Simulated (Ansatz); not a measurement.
Several settings on one geometry of TiCl₄ (that of the charge 0 singlet, PBE-D4/def2-SVP). Ansatz on 2 threads of Intel Xeon 6975P-C on a shared host; times are rough.

```csv
atom,x (Å),y (Å),z (Å)
Ti1,0.0000,0.0000,0.0000
Cl2,0.0098,-0.0151,2.1727
Cl3,2.0452,0.0100,-0.7335
Cl4,-1.0318,1.7765,-0.7073
Cl5,-1.0233,-1.7715,-0.7320
```

Totals from different functionals, basis sets or treatments of relativity can't be compared as stabilities.

DK, ANO-RCC and x2c sets are all-electron and run with scalar relativity unless a key says otherwise. The 6-31G sets use Cartesian d functions. LC-ωPBE has ω = 0.4 bohr⁻¹.

The spins typed aren't always the lowest for that charge.

Question: Give the basis size and estimate the energy, ⟨S²⟩, dipole and time of these runs.

```json
{"run": "1", "method": "UKS LC-ωPBE/6-31G*", "charge": "0", "state": "triplet", "further keys": "forces asked"}
{"run": "2", "method": "RKS PBE0-D3(BJ)/cc-pVDZ", "charge": "0", "state": "singlet", "further keys": "accuracy: high; scf: {omitted_lower_state_checks: [starts]}; forces asked"}
{"run": "3", "method": "RKS rPW86-PBE/def2-SVP", "charge": "0", "state": "singlet", "further keys": "forces asked"}
{"run": "4", "method": "RKS PBE/pcseg-2", "charge": "0", "state": "singlet", "further keys": "forces asked"}
{"run": "5", "method": "RKS PBE0-D3(BJ)/aug-cc-pVDZ", "charge": "0", "state": "singlet", "further keys": "forces asked"}
{"run": "6", "method": "ROKS r2SCANh/ANO-RCC-VTZP", "charge": "-1", "state": "doublet", "further keys": "final_grid: {core_spheres: 5, valence_spheres: 4, degree: 11}; forces asked"}
{"run": "7", "method": "RKS r2SCAN0-D3(BJ)/cc-pVTZ", "charge": "0", "state": "singlet", "further keys": "forces asked"}
```

Answer: 
```tsv
run	functions	energy (Eh)	⟨S²⟩	dipole (D)	wall time
1	112	-2689.5416	2.01	2.53	53 s
2	115	-2689.7777	–	0.00	18 s
3	103	-2691.9286	–	0.00	4.1 s
4	192	-2689.7078	–	0.00	4.9 s
5	167	-2689.7911	–	0.00	12 s
6	195	-2700.6064	–	–	2 min
7	204	-2690.4586	–	0.00	12 s
```

The highest occupied level of an anion often lies above zero with these methods, and sets without diffuse functions describe the outer electron poorly. At UKS LC-ωPBE/6-31G* the program marks the result for the charge 0 triplet as doubtful (asymmetric forces). At ROKS r2SCANh/ANO-RCC-VTZP the program marks the result for the charge -1 doublet as doubtful (asymmetric forces).
